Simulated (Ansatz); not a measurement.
C$_{2}$H$_{8}$FHfN, SMILES `[CH3][Hf]([CH3])([NH2])[F]`. The species carries charge 0 and has multiplicity 1. Hf: def2 effective core potential.

Cartesian coordinates in Å:
```
C 0.078 -1.128 -1.591
Hf 0.524 0.446 -0.086
C 0.147 -0.546 1.868
N -0.828 1.936 -0.310
F 2.336 1.042 -0.221
H 0.281 -0.803 -2.617
H 0.681 -2.026 -1.408
H -0.975 -1.434 -1.552
H 0.383 0.097 2.723
H -0.903 -0.845 1.970
H 0.753 -1.456 1.968
H -1.830 1.801 -0.267
H -0.647 2.916 -0.476
```

(1) What are the harmonic wavenumbers in cm⁻¹ at PBE0-D4/def2-TZVP (Ansatz, finite differences of forces, unscaled)? (Estimate.)

(2) Is this a minimum?

(3) Give the ideal-gas thermochemistry at 298.15 K and 1 bar (rigid rotor, harmonic oscillator; point group Cs, symmetry number 1).

(4) And at 400, 500, 600, 800 and 1000 K?

## Answers

(1) Computed: 50, 73, 93, 125, 132, 142, 144, 185, 433, 455, 457, 494, 498, 511, 522, 529, 640, 644, 1180, 1183, 1416, 1417, 1422, 1424, 1546, 3010, 3012, 3089, 3091, 3099, 3099, 3558, 3649.

(2) Yes, all 33 modes are real.

(3) Zero-point energy 247.2 kJ/mol; H(298) − E = 277.7 kJ/mol; entropy 429.2 J/(mol·K), of which translation 177.4, rotation 115.0, vibration 136.9; G(298) − E = 149.7 kJ/mol. Modes under 100 cm⁻¹ are hindered rotations or soft bends, so the harmonic entropy is rough.

(4) 
```csv
T (K),H − E (kJ/mol),S (J/mol/K),G − E (kJ/mol)
400,294.3,476.9,103.5
500,312.3,517.0,53.8
600,331.7,552.3,0.3
800,373.7,612.7,-116.4
1000,419.4,663.6,-244.2
```
